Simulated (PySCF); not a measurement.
Compound: C₂H₁₀OSi₂.
Numbering: `[CH3:1][C@H:2]([SiH3:3])[O:4][SiH3:5]` (hydrogens: H6, H7, H8 on C1; H9 on C2; H10, H11, H12 on Si3; H13, H14, H15 on Si5)

Method: PBE0-D3(BJ)/def2-SVP geometry optimisation, gas phase in PySCF 2.14.0; density fitting, grid level 1; the optimiser is geomeTRIC in internal coordinates, started from a GFN2-xTB structure with every atom displaced at random (about 0.01 Å).

Step 0: E = -20019.7872 eV
```
atom  x, y, z in Å  |  force x, y, z in eV/Å
C1     -0.8299   -1.2994    0.1627   -1.030   1.832  -0.258
C2     -0.3892    0.1492    0.3948    0.924  -0.053  -0.031
Si3    -1.5497    1.4911   -0.3526    0.977  -0.576   0.925
O4      0.8901    0.4138   -0.2411   -3.723   0.975   0.109
Si5     2.3031   -0.2900   -0.0798    1.544  -0.600   0.431
H6     -1.8333   -1.4189    0.6051    0.139  -0.287   0.040
H7     -0.9080   -1.4732   -0.9087   -0.013  -0.252  -0.409
H8     -0.1335   -1.9786    0.5910    0.772  -1.028   0.592
H9     -0.2491    0.3000    1.4975   -0.208   0.085  -0.420
H10    -2.8623    1.3760    0.2721   -0.732   0.000   0.197
H11    -0.9524    2.7969   -0.0467    0.091   0.455   0.038
H12    -1.5975    1.2653   -1.7789   -0.156  -0.100  -0.942
H13     3.0663    0.6256   -0.9058    0.990   0.147  -0.365
H14     2.7118   -0.2990    1.3430    0.281  -0.043   0.336
H15     2.3183   -1.6760   -0.5599    0.143  -0.556  -0.245
```

Q: Estimate the geometry and energy of step 1. (The exact step hangs on the optimiser's Hessian estimate; all steps are aligned on step 0, rigid shifts and turns removed.)

A: E = -20020.1219 eV, largest force 0.495 eV/Å
```
atom  x, y, z in Å  |  force x, y, z in eV/Å
C1     -0.8349   -1.2665    0.1582    0.266  -0.143   0.079
C2     -0.3758    0.1640    0.3809   -0.007   0.082  -0.003
Si3    -1.5761    1.4789   -0.3089    0.064  -0.030  -0.034
O4      0.8304    0.4639   -0.3069    0.452  -0.197  -0.046
Si5     2.3232   -0.2782   -0.0910   -0.336   0.067   0.050
H6     -1.8127   -1.4395    0.6271   -0.079  -0.026   0.052
H7     -0.9232   -1.4812   -0.9180   -0.004  -0.024   0.001
H8     -0.1198   -1.9956    0.5983   -0.191   0.171  -0.143
H9     -0.2307    0.3293    1.4680   -0.044   0.025   0.001
H10    -2.9456    1.3736    0.2873    0.012  -0.035   0.023
H11    -1.0233    2.8343   -0.0281   -0.010   0.035   0.015
H12    -1.6632    1.2719   -1.7867   -0.047   0.012   0.021
H13     3.3314    0.5022   -0.8555   -0.069   0.071  -0.030
H14     2.6854   -0.2872    1.3627   -0.012  -0.024  -0.005
H15     2.3197   -1.6874   -0.5946    0.007   0.015   0.018
```

The energy changes by -0.3347 eV. The first-order estimate −F·Δx gives -0.7745 eV and the mean of the old and new forces, exact on a quadratic surface, -0.3476 eV. The step makes an angle of 67° with the force vector and moves no atom by more than 0.297 Å.

What follows is the cost of the whole optimisation. Time: 96 s of wall time; peak memory 0.50 GiB. Hardware: Arm Neoverse V1, one thread, no GPU, shared host with 32 logical CPUs at a one-minute load of 36.
